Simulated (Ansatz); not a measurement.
Gas-phase electronic energies from Ansatz, PBE0-D4/def2-TZVP geometries. CCSD(T)/CBS adds triple-zeta CCSD(T) − MP2 to the extrapolated MP2 energy (def2 sets, frozen cores). This one scheme is used for every species. Functionals use def2-TZVPP. Each species was taken in one conformer, which may not be the lowest.

Consider the ligand exchange at a B–F bond: `OBF` + `OCO` → `OBOCO` + H–F.

Problem. Is it downhill or uphill in electronic energy at CCSD(T)/CBS, and by how much? (An estimate is asked.)

Solution. Ansatz gave: Uphill: ΔE = +20.9 kJ/mol.

Problem. What do these levels give: r2SCAN-D4, PBE0-D4, ωB97X-V, ωB97M-V, B2PLYP, SCS-MP2/def2-TZVPP, CCSD(T)/def2-TZVPP, HF/def2-QZVPP, MP2/def2-QZVPP, SCS-MP2/def2-QZVPP, HF/CBS(def2), CCSD/CBS(def2)? (Best estimate.)

Solution. Computed: r2SCAN-D4 27.2, PBE0-D4 24.0, ωB97X-V 27.0, ωB97M-V 26.2, B2PLYP 28.1, SCS-MP2/def2-TZVPP 24.1, CCSD(T)/def2-TZVPP 23.0, HF/def2-QZVPP 35.2, MP2/def2-QZVPP 19.2, SCS-MP2/def2-QZVPP 22.7, HF/CBS(def2) 35.1, CCSD/CBS(def2) 22.6 kJ/mol.

Largest T1 diagnostic among the species: 0.013.

The D4 term adds −5.4 kJ/mol with B3LYP and −3.1 kJ/mol with PBE0; it sums over pairs of atoms, weighted by their polarisabilities, and B3LYP, whose exchange is more repulsive, gets the larger term. In def2-TZVPP, CCSD(T) changes the Hartree–Fock value by −12.6 kJ/mol (the triples alone add −1.7 kJ/mol) and MP2 by −15.0 kJ/mol.

B3LYP here is the variant with VWN-RPA as its local correlation; programs differ in this.
